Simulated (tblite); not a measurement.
Species: C₆H₁₂F₂OSi.
Z-matrix (Å and degrees, GFN2-xTB geometry), rows numbered from 1:
```
C 
C   1  1.5246
C   2  1.5286  1  111.09
O   2  1.4234  1  106.27  3  -123.33
C   4  1.4118  2  116.53  1  -168.14
Si  5  1.9287  4  102.11  2   145.37
C   5  1.4878  4  113.46  2   -94.33
F   7  1.3523  5  113.30  4   161.55
C   7  1.3251  5  125.15  4   -22.66
F   9  1.3436  7  123.77  5  -177.20
H   1  1.0862  2  109.98  3   179.09
H   1  1.0859  2  110.18  3   -60.42
H   1  1.0865  2  109.68  3    59.82
H   2  1.1041  1  109.37  3   119.92
H   3  1.0871  2  110.21  1   -59.59
H   3  1.0869  2  109.43  1    60.12
H   3  1.0874  2  111.13  1   179.86
H   5  1.0982  4  110.97  2    27.70
H   6  1.4580  5  105.80  4    53.34
H   6  1.4623  5  108.98  4   174.35
H   6  1.4613  5  105.78  4   -65.67
H   9  1.0769  7  122.44  5     3.76
```

Level: GFN2-xTB in tblite, geometry and Hessian alike; calculated harmonic values, unscaled, isolated species. Against measured fundamentals such values can be off by several per cent, at times by over 20. Modes of hydrogen on silicon can be 10 to 20 % off. One conformer, not necessarily the lowest.

Harmonic wavenumbers (cm⁻¹): 41.2, 44.9, 76.0, 97.8, 117.4, 124.3, 168.1, 180.7, 230.1, 239.8, 275.3, 295.8, 309.6, 396.1, 471.6, 493.3, 515.0, 526.3, 579.1, 653.6, 746.6, 758.7, 764.8, 766.4, 780.8, 867.3, 893.9, 937.5, 949.0, 969.2, 1074.1, 1094.7, 1136.1, 1139.8, 1163.7, 1173.5, 1178.2, 1225.9, 1298.1, 1320.5, 1338.3, 1394.9, 1408.2, 1473.1, 1486.0, 1489.4, 1498.2, 1731.7, 2284.4, 2289.0, 2320.8, 2821.9, 2870.5, 3038.0, 3042.7, 3044.7, 3050.4, 3051.9, 3054.7, 3119.5.

A = 1176, B = 817.6, C = 575.8 MHz; mass 166.063 u (most abundant isotopes); point group C1, symmetry number 1.

Problem. What is the zero-point energy?

Solution. Half the sum of the wavenumbers: 35942 cm⁻¹ = 429.96 kJ/mol.

Problem. What is S at 273.15 K and 1 bar for an ideal gas of classical rigid rotors and harmonic oscillators?

Solution. Translation 170.79, rotation 127.53, vibration 167.81: S = 466.1 J/(mol K).

Problem. And Cp and H(273.15 K) − H(0)?

Solution. Cp = 194.07 J/(mol K), of which vibrations give 160.81 (their classical limit is 60 R = 498.9); H(273.15 K) − H(0) = 32.64 kJ/mol without the zero-point energy, 23.55 from vibrations.

Problem. How do the functions run with temperature in this model?

Solution. 
| T (K) | S (J/(mol K)) | Cp (J/(mol K)) | H − H(0) (kJ/mol) | G − H(0) (kJ/mol) | ln q(vib) |
| --- | --- | --- | --- | --- | --- |
| 100 | 323.3 | 103.2 | 6.74 | -25.59 | 2.92 |
| 200 | 411.8 | 156.7 | 19.81 | -62.54 | 6.98 |
| 300 | 484.9 | 207.5 | 38.03 | -107.45 | 10.82 |
| 500 | 612.3 | 293.9 | 88.65 | -217.53 | 18.03 |
| 800 | 770.0 | 376.1 | 190.27 | -425.77 | 27.83 |
| 1000 | 858.0 | 411.5 | 269.22 | -588.76 | 33.74 |

q(vib) and H(0) count from the zero-point level.

Problem. What must be added to the electronic energy to get the Gibbs energy at 273.15 K and 1 bar?

Solution. ZPE + [H(273.15 K) − H(0)] − T·S = 429.96 + 32.64 − 127.32 = 335.28 kJ/mol.

Problem. Which modes carry the vibrational entropy at 273.15 K?

Solution. 41.2 cm⁻¹: 21.03; 44.9 cm⁻¹: 20.32; 76.0 cm⁻¹: 15.98; 97.8 cm⁻¹: 13.92; 117.4 cm⁻¹: 12.44; 124.3 cm⁻¹: 11.98 J/(mol K); the other 54 give 72.12 together.

Problem. Blend soft modes into free rotors: weight 1/[1 + (100 cm⁻¹/ν̃)⁴] for the oscillator and the rest for a rotor with moment μB/(μ + B), μ = h/(8π²ν), B = 10⁻⁴⁴ kg m². What vibrational entropy results?

Solution. 152.61 J/(mol K) in place of 167.81, which changes −T·S at 273.15 K by +4.15 kJ/mol.

Hindered rotation and anharmonicity are outside this model. Other conformers, if any are populated, would add a mixing term that is left out. The structure is chiral; the term R ln 2 for an equal mix with its mirror image is left out.

Hardware: an Arm Neoverse V2 with one thread, no GPU, on a shared host. Cost: 0.93 s of wall time. The figure is for the frequency step alone.
